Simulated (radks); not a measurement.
Results of a calculation; reference values are marked as such.
Polarisability of the aluminium ion Al3+, [Ne], at imaginary frequency. Level of theory: scalar-relativistic Kohn-Sham, LDA (Slater exchange, VWN5 correlation), spin-polarised, spherical densities, finite nucleus; Fermi nuclear charge, rms radius 3.061 fm (a radial shooting solver on a logarithmic mesh with Libxc functionals). Response by self-consistent Sternheimer equations with the Hartree and adiabatic LDA kernel, the relativistic mass of each level held fixed and spin-orbit coupling left out.

w (hartree),alpha1(iw) (bohr^3),alpha2(iw) (bohr^5)
0.00266,0.2831,0.2434
0.0143,0.2831,0.2434
0.0360,0.2831,0.2434
0.0697,0.2830,0.2433
0.118,0.2829,0.2432
0.186,0.2825,0.2429
0.280,0.2817,0.2423
0.413,0.2801,0.2410
0.605,0.2767,0.2384
0.892,0.2696,0.2329
1.35,0.2546,0.2211
2.12,0.2235,0.1964
3.59,0.1659,0.1490
6.94,0.08605,0.07924
17.5,0.02179,0.01975

Static values: alpha1 = 0.2831 bohr^3 (0.04195 angstrom^3; uncoupled 0.3187), alpha2 = 0.2434 bohr^5, alpha3 = 0.3599 bohr^7. C6 = 0.2651, C8 = 1.171, triple-dipole C9 = 0.05439 atomic units. One-pole (London) frequency 4 C6 / (3 alpha1^2) = 4.409 hartree, against 3.830 for minus the highest occupied eigenvalue.
